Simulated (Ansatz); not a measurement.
`C[B](C)[InH2]` + `C=C(N)[SiH3]` → `C=[C]([SiH3])[InH2]` + `CB(C)N` at 700 K and 1 bar (redistribution).

Isolated molecules relaxed with PBE0-D4/def2-TZVP in Ansatz; ΔE leaves out vibrations. CBS: MP2 limit from def2 TZ/QZ plus the TZ coupled-cluster correction, frozen cores. Elements past krypton have def2 core potentials. For In outer-core shells are correlated without core-valence functions, which leaves a few kJ/mol of doubt a bond. Each species was taken in one conformer, which may not be the lowest.

| species | CCSD(T)/CBS energy (Eh) | H − E (kJ/mol) | S (J/(mol·K)) |
| --- | --- | --- | --- |
| `C[B](C)[InH2]` | -295.49461 | 316.7 | 494.2 |
| `C=C(N)[SiH3]` | -424.06738 | 294.9 | 428.5 |
| `C=[C]([SiH3])[InH2]` | -559.14593 | 264.2 | 493.7 |
| `CB(C)N` | -160.48988 | 349.6 | 424.0 |

H − E and S are ideal-gas, rigid-rotor, harmonic terms from PBE0-D4/def2-TZVP, for one conformer and one mirror image of each species. 1 Eh = 2625.50 kJ/mol, R = 8.31446 J/(mol·K).

Question: By hand: ΔE, ΔH, ΔS and ΔG.

Answer: ΔE = (-559.14593) + (-160.48988) − (-295.49461) − (-424.06738) = -0.07382 Eh = -193.8 kJ/mol. Δ(H − E) = 264.2 + 349.6 − 316.7 − 294.9 = 2.2, so ΔH = -191.6 kJ/mol. ΔS = 493.7 + 424.0 − 494.2 − 428.5 = -5.0 J/(mol·K). ΔG = -191.6 − 700 × (-5.0)/1000 = -188.1 kJ/mol.

Question: By hand: the equilibrium constant, and the temperature at which ΔG would vanish if ΔH and ΔS stayed fixed.

Answer: log₁₀ K = −ΔG/(RT ln 10) = 14.0. ΔG = 0 at ΔH/ΔS = 38320 K, far beyond where these terms or the molecules hold.

The number of gas molecules stays the same, so ΔS is small and ΔH decides. A doubt of 5 kJ/mol in ΔE shifts log₁₀ K by 0.4 here. Other conformers and mirror images would add mixing entropy, several J/(mol·K) or more a flexible species. These are equilibria of isolated gas molecules and say nothing of rates. Largest T1 diagnostic: 0.014 (customary marks: 0.02 for closed shells, 0.045 for open ones).
